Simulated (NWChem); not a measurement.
System: C₅H₅FSi; SMILES [SiH2]([C@H](F)C#C)C#C

The following NWChem deck was run.

```
start job
memory heap 200 mb stack 900 mb global 1100 mb
geometry units angstroms noautoz
  C      0.294624    -3.343869    -0.274462
  C     -0.142672    -2.231108    -0.061640
  Si    -0.789595    -0.550855     0.233793
  C      0.472233     0.751163    -0.405434
  F      1.655615     0.585684     0.341241
  C     -0.058098     2.095045    -0.239917
  C     -0.542757     3.191410    -0.086311
  H      0.677988    -4.324373    -0.453840
  H     -2.069179    -0.372188    -0.498238
  H     -0.981024    -0.320076     1.684108
  H      0.723881     0.565930    -1.458231
  H     -0.961696     4.163501     0.043804
end
basis spherical
  * library def2-svp
end
dft
  xc xpbe96 cpbe96
  iterations 150
  mulliken
end
task dft energy
```

NWChem printed, in part:

```
             Northwest Computational Chemistry Package (NWChem) 7.3.0
             --------------------------------------------------------

 C1  symmetry detected

                             Geometry "geometry" -> ""
                             -------------------------

 Output coordinates in angstroms (scale by  1.889725989 to convert to a.u.)

  No.       Tag          Charge          X              Y              Z
 ---- ---------------- ---------- -------------- -------------- --------------
    1 C                    6.0000     0.25762080    -3.34594959    -0.25895848
    2 C                    6.0000    -0.17321770    -2.23156083    -0.04153281
    3 Si                  14.0000    -0.81080300    -0.54893932     0.26064267
    4 C                    6.0000     0.44425888     0.74830445    -0.40121094
    5 F                    9.0000     1.63888392     0.58108551     0.32694335
    6 C                    6.0000    -0.07972489     2.09397284    -0.23008735
    7 C                    6.0000    -0.55890428     3.19197590    -0.07108499
    8 H                    1.0000     0.63542434    -4.32786598    -0.44236298
    9 H                    1.0000    -2.10134940    -0.36823817    -0.45137108
   10 H                    1.0000    -0.97857050    -0.31469460     1.71333021
   11 H                    1.0000     0.67866805     0.56024582    -1.45748069
   12 H                    1.0000    -0.97308265     4.16547730     0.06364444

 Effective nuclear repulsion energy (a.u.)     301.1798171670

  pbe96 is a nonlocal functional; adding pw91lda local functional.

                                 NWChem DFT Module
                                 -----------------

 Summary of "ao basis" -> "ao basis" (spherical)
 ------------------------------------------------------------------------------
       Tag                 Description            Shells   Functions and Types
 ---------------- ------------------------------  ------  ---------------------
 C                          def2-svp                 6       14   3s2p1d
 Si                         def2-svp                 8       18   4s3p1d
 F                          def2-svp                 6       14   3s2p1d
 H                          def2-svp                 3        5   2s1p

            General Information
            -------------------
          SCF calculation type: DFT
          Wavefunction type:  closed shell.
          No. of atoms     :    12
          No. of electrons :    58
           Alpha electrons :    29
            Beta electrons :    29
          Charge           :     0
          Spin multiplicity:     1
          Use of symmetry is: off; symmetry adaption is: off
          Maximum number of iterations: 150
          AO basis - number of functions:   127
                     number of shells:    59
          Convergence on energy requested:  1.00D-06
          Convergence on density requested:  1.00D-05
          Convergence on gradient requested:  5.00D-04

              XC Information
              --------------
          PerdewBurkeErnzerhof Exchange Functional  1.000
            Perdew 1991 LDA Correlation Functional  1.000 local
           PerdewBurkeErnz. Correlation Functional  1.000 non-local

             Grid Information
             ----------------
          Grid used for XC integration:  medium
          Radial quadrature: Mura-Knowles
          Angular quadrature: Lebedev.
          Tag              B.-S. Rad. Rad. Pts. Rad. Cut. Ang. Pts.
          ---              ---------- --------- --------- ---------
          C                   0.70       49          14.0       434
          Si                  1.10       88          12.0       590
          F                   0.50       49          12.0       434
          H                   0.35       45          14.0       434
          Grid pruning is: on
          Number of quadrature shells:   607
          Spatial weights used:  Erf1

      Superposition of Atomic Density Guess
      -------------------------------------

 Sum of atomic energies:        -578.65150340

      Non-variational initial energy
      ------------------------------

 Total energy =    -581.795750
 1-e energy   =   -1392.550574
 2-e energy   =     509.575007
 HOMO         =      -0.294932
 LUMO         =      -0.003189

     ---------------------------------------------
      Total Density - Mulliken Population Analysis
     ---------------------------------------------

    Atom       Charge   Shell Charges
 -----------   ------   -------------------------------------------------------
    1 C    6     6.19   1.99  0.98  0.57  1.88  0.74  0.03
    2 C    6     6.21   1.99  1.01  0.31  1.97  0.90  0.03
    3 Si  14    13.37   2.00  1.99  1.00  0.24  5.94  1.11  0.93  0.16
    4 C    6     5.70   1.99  0.92  0.25  1.68  0.80  0.06
    5 F    9     9.46   1.99  1.14  0.79  3.45  2.09  0.00
    6 C    6     5.88   1.99  0.98  0.23  1.93  0.71  0.04
    7 C    6     6.41   1.99  0.99  0.65  1.95  0.81  0.03
    8 H    1     0.88   0.63  0.22  0.03
    9 H    1     1.06   0.69  0.35  0.01
   10 H    1     1.06   0.70  0.35  0.01
   11 H    1     0.90   0.68  0.20  0.02
   12 H    1     0.88   0.63  0.22  0.03

   convergence    iter        energy       DeltaE   RMS-Dens  Diis-err
 ---------------- ----- ----------------- --------- --------- ---------
 d= 0,ls=0.0,diis     1   -581.7984625593 -8.83D+02  1.66D-02  9.63D-01
 d= 0,ls=0.0,diis     2   -581.6789517253  1.20D-01  1.01D-02  2.28D+00
 d= 0,ls=0.0,diis     3   -581.8836454989 -2.05D-01  3.81D-03  2.30D-01
 d= 0,ls=0.0,diis     4   -581.8870593173 -3.41D-03  2.10D-03  1.70D-01
 d= 0,ls=0.0,diis     5   -581.9084488266 -2.14D-02  6.38D-04  7.59D-03
  Resetting Diis
 d= 0,ls=0.0,diis     6   -581.9091645892 -7.16D-04  2.44D-04  1.19D-03
 d= 0,ls=0.0,diis     7   -581.9092674146 -1.03D-04  4.07D-04  4.84D-04
 d= 0,ls=0.0,diis     8   -581.9085563007  7.11D-04  3.21D-04  5.78D-03
 d= 0,ls=0.0,diis     9   -581.9093298405 -7.74D-04  2.40D-05  9.97D-06
 d= 0,ls=0.0,diis    10   -581.9093309608 -1.12D-06  7.51D-06  2.12D-06
 d= 0,ls=0.0,diis    11   -581.9093312294 -2.69D-07  2.08D-06  1.05D-07

         Total DFT energy =     -581.909331229437
      One electron energy =    -1397.547524838681
           Coulomb energy =      574.127245979063
    Exchange-Corr. energy =      -59.668869536781
 Nuclear repulsion energy =      301.179817166962

 Numeric. integr. density =       58.000003191562

                       DFT Final Molecular Orbital Analysis
                       ------------------------------------

 Vector   27  Occ=2.000000D+00  E=-2.638521D-01
              MO Center= -1.4D-01,  3.9D-01, -1.5D-01, r^2= 8.2D+00
   Bfn.  Coefficient  Atom+Function         Bfn.  Coefficient  Atom+Function
  ----- ------------  ---------------      ----- ------------  ---------------
    80      0.278347   6 C  pz               94      0.275432   7 C  pz
     4     -0.246639   1 C  px               18     -0.239888   2 C  px
    92      0.165917   7 C  px               78      0.161652   6 C  px
    97      0.158683   7 C  pz               83      0.147302   6 C  pz
     7     -0.138792   1 C  px               21     -0.126787   2 C  px

 Vector   28  Occ=2.000000D+00  E=-2.597916D-01
              MO Center= -1.8D-01, -1.4D+00, -6.7D-02, r^2= 6.6D+00
   Bfn.  Coefficient  Atom+Function         Bfn.  Coefficient  Atom+Function
  ----- ------------  ---------------      ----- ------------  ---------------
     6      0.345402   1 C  pz               20      0.323583   2 C  pz
     9      0.201197   1 C  pz               23      0.179349   2 C  pz
    94      0.155872   7 C  pz               80      0.154419   6 C  pz
   113     -0.134911  10 H  s               108      0.128261   9 H  s
     4      0.126630   1 C  px               92      0.123961   7 C  px

 Vector   29  Occ=2.000000D+00  E=-2.361027D-01
              MO Center= -5.3D-02,  1.3D+00, -1.3D-01, r^2= 5.1D+00
   Bfn.  Coefficient  Atom+Function         Bfn.  Coefficient  Atom+Function
  ----- ------------  ---------------      ----- ------------  ---------------
    94     -0.247205   7 C  pz               49      0.226494   4 C  s
    92      0.227271   7 C  px               80     -0.183695   6 C  pz
    31      0.164934   3 Si s               118     -0.159342  11 H  s
    78      0.154769   6 C  px               97     -0.153850   7 C  pz
    50     -0.151634   4 C  px               52      0.150540   4 C  pz

 Vector   30  Occ=0.000000D+00  E=-5.161055D-02
              MO Center= -1.4D-01, -6.7D-01, -6.0D-02, r^2= 7.4D+00
   Bfn.  Coefficient  Atom+Function         Bfn.  Coefficient  Atom+Function
  ----- ------------  ---------------      ----- ------------  ---------------
    49      0.464177   4 C  s                39     -0.419899   3 Si px
     7      0.354204   1 C  px               53     -0.291033   4 C  px
     4      0.287866   1 C  px               81     -0.275857   6 C  px
   109     -0.261898   9 H  s                40     -0.245807   3 Si py
    95      0.242992   7 C  px               21     -0.239545   2 C  px

 Vector   31  Occ=0.000000D+00  E=-3.697366D-02
              MO Center= -2.0D-01, -1.9D+00, -3.2D-02, r^2= 4.5D+00
   Bfn.  Coefficient  Atom+Function         Bfn.  Coefficient  Atom+Function
  ----- ------------  ---------------      ----- ------------  ---------------
    41     -0.525488   3 Si pz                9      0.490987   1 C  pz
   114      0.484187  10 H  s                23     -0.385233   2 C  pz
     6      0.377882   1 C  pz              109     -0.355831   9 H  s
    49     -0.317400   4 C  s                20     -0.294032   2 C  pz
   113      0.153627  10 H  s                38     -0.124186   3 Si pz

[...]
```

Level: PBE/def2-SVP. Coordinates come from a B3LYP/6-31G* (spherical d) optimisation.
